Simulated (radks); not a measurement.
Question: The mean radii <r> (bohr) of the occupied orbitals of an atom or ion are listed with their occupations. Method: scalar-relativistic Kohn-Sham, r2SCAN, spin-polarised, spherical densities, finite nucleus; meta-GGA in the generalised Kohn-Sham scheme; Fermi nuclear charge, rms radius of each element as measured or else 0.836 A^(1/3) + 0.57 fm; computed with a radial shooting solver on a logarithmic mesh with Libxc functionals.

| orbital | occ. | <r> |
|---|---|---|
| 1s | 2 | 0.02843 |
| 2s | 2 | 0.1226 |
| 2p | 6 | 0.1071 |
| 3s | 2 | 0.3298 |
| 3p | 6 | 0.3282 |
| 3d | 10 | 0.3054 |
| 4s | 2 | 0.7923 |
| 4p | 6 | 0.8527 |
| 4d | 10 | 1.019 |
| 5s | 2 | 2.023 |

Name the element and its charge. Open shells, if any, are filled with parallel spins first.

Answer: Z = 51, antimony, charge +3: Sb3+ in [Kr] 4d10 5s2. The 1s radius gives Z: for a bare nucleus <r> = (2 gamma + 1)/(2Z) with gamma = sqrt(1 - (Z/c)^2), 0.028 bohr for Z = 51, and screening makes it slightly larger (0.02843 here). The occupations add up to 48, and the charge is Z minus that.
